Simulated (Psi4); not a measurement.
Psi4 input (wB97X-D/6-31G*):

```
memory 1500 MB

molecule {
-1 2
F    -1.46765236   -0.29091169    0.03213502
C    -0.59791644    0.67053518   -0.01923397
Cl    0.98802176   -0.08264740   -0.01022420
symmetry c1
no_reorient
no_com
}

set {
  basis 6-31G*
  reference uks
  scf_type pk
  dft_radial_points 99
  dft_spherical_points 590
  e_convergence 1e-8
  d_convergence 1e-7
  maxiter 150
}

e = energy('wb97x-d')
print_out(f'\nFINAL {e:.10f} DIPOLE {variable("CURRENT DIPOLE")[0]:.6f} {variable("CURRENT DIPOLE")[1]:.6f} {variable("CURRENT DIPOLE")[2]:.6f}\n')
```

**Question.** Predict the final energy.

**Answer.** -597.97241 Eh.
